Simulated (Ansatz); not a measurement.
`C[CH2][Mg][Br]` + H–F → `C[CH2][Mg][F]` + HBr at 700 K and 1 bar (ligand exchange at a Mg–Br bond).

Gas-phase electronic energies from Ansatz, PBE0-D4/def2-TZVP geometries. CCSD(T)/CBS adds triple-zeta CCSD(T) − MP2 to the extrapolated MP2 energy (def2 sets, frozen cores). This one scheme is used for every species. For Br, Mg outer-core shells are correlated without core-valence functions, which leaves a few kJ/mol of doubt a bond. Scalar relativity is left out up to krypton. One conformer a species, not always the lowest.

```json
{"species": "`C[CH2][Mg][Br]`", "CCSD(T)/CBS energy (Eh)": "-2852.39929", "H − E (kJ/mol)": "236.0", "S (J/(mol·K))": "442.6"}
{"species": "H–F", "CCSD(T)/CBS energy (Eh)": "-100.39570", "H − E (kJ/mol)": "45.2", "S (J/(mol·K))": "198.5"}
{"species": "`C[CH2][Mg][F]`", "CCSD(T)/CBS energy (Eh)": "-378.86278", "H − E (kJ/mol)": "236.7", "S (J/(mol·K))": "416.7"}
{"species": "HBr", "CCSD(T)/CBS energy (Eh)": "-2573.91920", "H − E (kJ/mol)": "36.5", "S (J/(mol·K))": "223.7"}
```

H − E and S are ideal-gas, rigid-rotor, harmonic terms from PBE0-D4/def2-TZVP, for one conformer and one mirror image of each species. 1 Eh = 2625.50 kJ/mol, R = 8.31446 J/(mol·K).

Task: By hand: ΔE, ΔH, ΔS and ΔG.

Result: ΔE = (-378.86278) + (-2573.91920) − (-2852.39929) − (-100.39570) = 0.01301 Eh = 34.2 kJ/mol. Δ(H − E) = 236.7 + 36.5 − 236.0 − 45.2 = -8.0, so ΔH = 26.2 kJ/mol. ΔS = 416.7 + 223.7 − 442.6 − 198.5 = -0.7 J/(mol·K). ΔG = 26.2 − 700 × (-0.7)/1000 = 26.7 kJ/mol.

Task: By hand: the equilibrium constant, and the temperature at which ΔG would vanish if ΔH and ΔS stayed fixed.

Result: log₁₀ K = −ΔG/(RT ln 10) = -2.0. ΔH and −TΔS have one sign here, so there is no such temperature.

The number of gas molecules stays the same, so ΔS is small and ΔH decides. A doubt of 5 kJ/mol in ΔE shifts log₁₀ K by 0.4 here. Other conformers and mirror images would add mixing entropy, several J/(mol·K) or more a flexible species. These are equilibria of isolated gas molecules and say nothing of rates. Largest T1 diagnostic: 0.010 (customary marks: 0.02 for closed shells, 0.045 for open ones).

ΔS is within the doubt of such terms, so its sign, and with it that verdict, could turn.
